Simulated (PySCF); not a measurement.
A PySCF script (with the pyscf-properties extension) for the NMR shieldings of SMILES [CH3][AlH][c]1cccs1, C$_{5}$H$_{7}$AlS, on a GFN2-xTB geometry:

```python
import basis_set_exchange as bse
import numpy as np
from pyscf import gto, dft
from pyscf.prop import nmr

atoms = """
C    -3.077882   -0.558792   -0.275909
Al   -1.519732    0.665702   -0.216327
C     0.366513    0.094778   -0.232607
C     1.419109    0.971745   -0.103014
C     2.691244    0.365687   -0.126704
C     2.614222   -0.982805   -0.277024
S     0.991013   -1.529154   -0.389306
H    -4.042447   -0.046379   -0.185259
H    -3.109240   -1.130461   -1.212204
H    -3.035247   -1.303703    0.529223
H    -1.593027    2.208009   -0.148182
H     1.261565    2.035087    0.006303
H     3.618696    0.904483   -0.035907
H     3.414536   -1.694668   -0.330299
"""
names = dict.fromkeys(["C", "Al", "S", "H"], "pcSseg-1")
basis = {el: gto.basis.parse(bse.get_basis(n, elements=[el], fmt="nwchem")) for el, n in names.items()}
mol = gto.M(atom=atoms, basis=basis, charge=0, verbose=0)
mf = dft.RKS(mol, xc="PBE0")
mf.grids.level = 2
mf.grids.alignment = dft.numint.BLKSIZE   # the property module wants whole blocks of grid points
mf.conv_tol = 1e-9
mf.kernel()

calc = nmr.RKS(mf)   # GIAO
C = mf.mo_coeff
Co = C[:, mf.mo_occ > 0]
resp = mf.gen_response(singlet=True, hermi=2)
def vind(x):   # induced exchange potential for any number of trial vectors
    d = np.einsum("pi,xij,qj->xpq", C, 2 * x.reshape(-1, C.shape[1], Co.shape[1]), Co, optimize=True)
    return np.einsum("xpq,pi,qj->xij", resp(d - d.transpose(0, 2, 1)), C, Co, optimize=True).ravel()
mo1, _ = nmr.rhf.solve_mo1(calc, with_cphf=vind)
sigma = calc.kernel(mo1)
for i, s in enumerate(sigma):   # ppm
    print("%2d %-2s %9.2f" % (i, mol.atom_pure_symbol(i), np.trace(s) / 3))
```

Problem. Give the expected output.

Solution. 
```
 0 C     194.94
 1 Al    301.30
 2 C      30.51
 3 C      37.61
 4 C      55.57
 5 C      42.11
 6 S     235.56
 7 H      31.26
 8 H      31.44
 9 H      31.40
10 H      26.16
11 H      23.77
12 H      24.23
13 H      23.96
```

These numbers come from an equivalent density-fitted implementation of the same equations, which agrees with the script to about 0.01 ppm for H and up to a few tenths of a ppm for heavy atoms, so last digits may differ.

Size and cost of the density-fitted run: 168 basis functions, 46 s wall time on 1 thread of an Arm Neoverse N1, shared host; peak memory 0.72 GiB.
